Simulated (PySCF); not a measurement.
## Ionisation energy of Cl³⁺ by level of theory

Cl³⁺ [Ne] 3s2 3p2 (3P) → Cl⁴⁺ [Ne] 3s2 3p1 (2P), as a difference of total energies. All numbers are calculated (PySCF 2.14, the spin-free X2C one-electron Hamiltonian (Gaussian nucleus), in an even-tempered Gaussian basis (21 s from 0.054 bohr⁻², ratio 2.5; 13 p from 0.071 bohr⁻², ratio 2.5; 5 d from 0.92 bohr⁻², ratio 2.7; 5 f from 1.4 bohr⁻², ratio 2.7)). Correlated levels: outer shells: 1s2 frozen; virtual orbitals above 40 to 60 times the deepest correlated orbital energy dropped. The calculations carry no spin-orbit coupling.

```json
{"method": "UHF", "ionisation energy (eV)": "52.442"}
{"method": "LDA", "ionisation energy (eV)": "53.227"}
{"method": "PBE", "ionisation energy (eV)": "53.175"}
{"method": "B3LYP", "ionisation energy (eV)": "53.199"}
{"method": "r2SCANh", "ionisation energy (eV)": "53.384"}
{"method": "MP2 (outer shells)", "ionisation energy (eV)": "52.947"}
{"method": "SCS-MP2 (outer shells)", "ionisation energy (eV)": "52.843"}
```

Estimate what PBE0 gives.

53.218 eV, closest to LDA among the rows shown.

Estimate what r2SCAN gives.

53.397 eV, closest to r2SCANh among the rows shown.

A first-order spin-orbit estimate (lowest level to lowest level, LS coupling) adds -0.012 eV.

For comparison: 53.24 ± 0.12 eV (semi-empirical (NIST evaluation); NIST Atomic Spectra Database, ionization energies).
